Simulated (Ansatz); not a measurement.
Molecule: AlS, charge 0, multiplicity 2. 
Geometry from a B3LYP-D3(BJ)/def2-TZVP (Ansatz, a program for electronic structure) optimisation:
SMILES: [Al][S]
```xyz
2

Al     0.0000     0.0000    -1.1286
S      0.0000     0.0000     0.9170
```
Charge 0, spin multiplicity 2.

Quantity: atomisation energy (electronic, to ground-state atoms), in kJ/mol. Correlated levels leave the core frozen unless marked. UHF or UKS for open shells. Spin-orbit coupling is left out. No relativistic terms. FCI takes restricted orbitals. The coupled-cluster limit lacks core correlation, which all-electron functionals hold. CBS marks a two-point X^-3 extrapolation of the correlation energy; Hartree-Fock from the larger set (for Q and 5 zeta extrapolated as (X+1)exp(-9√X)).

```csv
level,program,atomisation energy (kJ/mol)
HF/cc-pV(D+d)Z,Ansatz,232.9
MP2/def2-SVP,Ansatz,374.7
RI-MP2/aug-cc-pV(T+d)Z,Ansatz,413.5
RI-MP2/def2-QZVPP,Ansatz,425.1
```

Task: Estimate the value at CCSD(T)/CBS(cc-pV(Q+d)Z,cc-pV(5+d)Z) as computed with Ansatz.

Result: 411.3 kJ/mol
